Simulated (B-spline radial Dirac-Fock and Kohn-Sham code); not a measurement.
ΔSCF core binding energies without Breit or QED terms, calculated with a radial B-spline solver.

A sound run for Sr⁶⁺, configuration [Ar] 3d10 4s2 4p2: The ground state converged in 9 iterations, with total energy -3168.11185 Ha, virial ratio 1.97042 and highest orbital energy -102.57 eV. ΔSCF binding energies: K (1s) 16246.7 eV, L3 (2p3/2) 2044.2 eV, M5 (3d5/2) 230.6 eV.

A second run, with one unsound setting: The ground state converged in 9 iterations, with total energy -3167.81918 Ha, virial ratio 1.97042 and highest orbital energy -102.53 eV. ΔSCF binding energies: K (1s) 16246.3 eV, L3 (2p3/2) 2044.4 eV, M5 (3d5/2) 230.8 eV.

```
iter   energy (Ha)        error
   1    -3160.88096298  1.38e+00
   2    -3166.28995386  5.25e-01
   3    -3167.70727030  1.33e-01
   4    -3167.81128367  3.49e-02
   5    -3167.81741713  1.66e-02
   6    -3167.81918156  3.61e-04
   7    -3167.81918338  1.45e-04
   8    -3167.81918346  7.83e-06
   9    -3167.81918346  2.88e-07
```

Question: Which fault fits the second run best?
A. overfilled shell
B. too few iterations
C. spline order too low
D. functional not served

Answer: C. The input had order = 3: order is too low for an accurate radial basis.
